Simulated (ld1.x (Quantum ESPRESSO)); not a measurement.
**ytterbium, ultrasoft: configuration errors across variants**

ld1.x (Quantum ESPRESSO) 7.5 input, shortened:

```
&input
   title='Yb', zed=70., rel=1, dft='PZ', iswitch=3,
   config='[Xe] 4f14 5d0 6s2 6p0'
 /
 &inputp
   pseudotype=3, tm=.true., lloc=-1, rcloc=2.25,
   nlcc=.true., new_core_ps=.true., rcore=1.15,
   which_augfun='PSQ', rmatch_augfun_nc=.true.
 /
6
5S  1  0   2.00   0.00  1.60  1.90  0.0
6S  2  0   2.00   0.00  1.60  1.90  0.0
5P  2  1   6.00   0.00  2.00  2.55  0.0
6P  3  1   0.00   0.00  2.00  2.55  0.0
5D  3  2   0.00   0.00  3.10  3.25  0.0
5D  3  2   0.00   2.15  3.10  3.25  0.0
 &test
   configts(1)='5s2 5p6 5d0 6s2 6p0'
 /
```

All-electron excitation energies from the reference (eV): (1) 5s2 5p6 5d0 6s1 6p0 6.760; (2) 5s2 5p6 5d0 6s0 6p0 19.221; (3) 5s2 5p6 5d0 6s1.5 6p0 2.695.

The overlap operator is not positive definite (basis up to 400 Ry) in “base”, “waves 5s (bound): rcut 1.14, rcutus 1.20 bohr; 6s (bound): rcut 1.14, rcutus 1.20 bohr”, “waves 5s (bound): rcut 1.60, rcutus 1.72 bohr; 6s (bound): rcut 1.60, rcutus 1.72 bohr”, “waves 5s (bound): rcut 1.60, rcutus 2.82 bohr; 6s (bound): rcut 1.60, rcutus 2.82 bohr”. Such files are unfit for use, however small their errors in these radial tests.

Tests that are not counted but printed errors over 1 eV. “waves 5s (bound): rcut 1.14, rcutus 1.20 bohr; 6s (bound): rcut 1.14, rcutus 1.20 bohr”: 5s2 5p5 5d0 6s2 6p0 (solver errors, printed error -539 eV). “waves 5s (bound): rcut 1.60, rcutus 2.82 bohr; 6s (bound): rcut 1.60, rcutus 2.82 bohr”: 5s2 5p6 5d0 6s1 6p0 (solver errors, printed error -651 eV).

3 further variants failed, have other tests or too few solved ones, and are left out.

Errors AE − PS in meV (a dash: test not solved or not reliable):

| change | (1) | (2) | (3) | bound ghosts |
| --- | --- | --- | --- | --- |
| base | -22 | -132 | -4.8 | not determined (overlap not positive) |
| waves 5s (bound): rcut 1.14, rcutus 1.20 bohr; 6s (bound): rcut 1.14, rcutus 1.20 bohr | -22 | -132 | -4.8 | not determined (overlap not positive) |
| waves 5s (bound): rcut 1.60, rcutus 1.72 bohr; 6s (bound): rcut 1.60, rcutus 1.72 bohr | -23 | -135 | -4.8 | not determined (overlap not positive) |
| waves 5s (bound): rcut 1.60, rcutus 2.82 bohr; 6s (bound): rcut 1.60, rcutus 2.82 bohr | – | – | – | not determined (overlap not positive) |

Problem. Give the same row for: waves 5s (bound): rcut 1.60, rcutus 2.02 bohr; 6s (bound): rcut 1.60, rcutus 2.02 bohr.

Solution. -23, -133, -4.8; bound ghosts: not determined (overlap not positive). Not counted: 5s2 5p5 5d0 6s2 6p0 (solver errors, printed error -540 eV). Its overlap operator is not positive definite in a basis up to 400 Ry (lowest eigenvalue s -0.05, p -1.70), so the file is unfit for use: the generalised eigenproblem breaks down once the basis is large enough, and its test numbers describe a broken file.
